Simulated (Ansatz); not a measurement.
Job for Ansatz (an electronic-structure program): R-r2SCAN/def2-TZVPP on CH4 (SMILES C).

Ansatz 0.2 input:
```yaml
crystal:
  periodic: [false, false, false]
  atoms:
    - {symbol: C, position_ang: [0.00000000, 0.00000000, -0.00000000]}
    - {symbol: H, position_ang: [0.62892441, 0.62892441, 0.62892441]}
    - {symbol: H, position_ang: [-0.62892441, -0.62892441, 0.62892441]}
    - {symbol: H, position_ang: [0.62892442, -0.62892442, -0.62892441]}
    - {symbol: H, position_ang: [-0.62892442, 0.62892442, -0.62892441]}
basis:
  gaussian:
    orbitals: def2-TZVPP
hamiltonian:
  xc: {name: r2SCAN}
scf: {lower_state_search: off}
```

Task: Give the final energy of this run.

Result: -40.5009 hartree.
